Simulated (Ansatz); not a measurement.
Ansatz results at the PBE0-D4/def2-TZVP geometry: size of the dipole moment (B3LYP/def2-TZVPP) 0.54 D; ideal-gas entropy at 298 K and 1 bar (rigid rotor, harmonic PBE0-D4/def2-TZVP) 337 J/(mol·K); LUMO energy (B3LYP/def2-TZVPP) -0.91 eV.

Each molecule was computed in one conformer, which needn't be the lowest.

Which molecule gave them?
A. `CC[Si]S`
B. `FB1[BH][GeH2][O]1`
C. `SC1C[SiH2]1`
D. `[SiH3]/C=C\S`

D. The others give `CC[Si]S`: 1.96, 335, -2.31; `SC1C[SiH2]1`: 1.55, 314, -0.41; `FB1[BH][GeH2][O]1`: 2.97, 327, -3.49.

B3LYP here is the variant with VWN-RPA as its local correlation; programs differ in this.
